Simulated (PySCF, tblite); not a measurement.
C3H7ClOSi.
Structure used (GFN2-xTB), in Å, numbered top down from 1:
```xyz
13
C3H7ClOSi angstrom
Si     2.422   -0.233   -0.568
O      0.809   -0.115   -0.351
C      0.051    0.016    0.749
C     -1.276    0.077    0.705
C     -2.054    0.048   -0.560
Cl    -2.995    1.569   -0.741
H      3.094    0.980   -0.102
H      2.945   -1.381    0.176
H      2.438   -0.409   -2.010
H      0.577    0.047    1.696
H     -1.831    0.182    1.623
H     -2.789   -0.758   -0.570
H     -1.395   -0.022   -1.424
```

Jobs on this species (13 atoms, 64 electrons) with PySCF (density fitting) and tblite. Hardware of each: one thread, Arm Neoverse N1 (aarch64), on a shared host. The host was shared with other jobs, so the times are rough.

```json
{"level and settings": "GFN2-xTB", "work": "Hessian by finite differences", "basis functions": "–", "SCF cycles": "–", "wall time": "0.6 s"}
{"level and settings": "GFN2-xTB", "work": "L-BFGS relaxation", "basis functions": "–", "SCF cycles": "–", "wall time": "0.5 s"}
{"level and settings": "PBE0/pcSseg-1", "work": "shieldings, charges and field gradients, density and orbital grids written", "basis functions": "151", "SCF cycles": "?", "wall time": "?"}
```

Task: Fill in the missing figures.

Result: 
- PBE0/pcSseg-1; shieldings, charges and field gradients, density and orbital grids written: 39 s, 14 SCF cycles

Task: What do all jobs in the table cost together?

Result: About 40 s; the longest takes about 97 % of that, and about 78 times as long as the shortest.
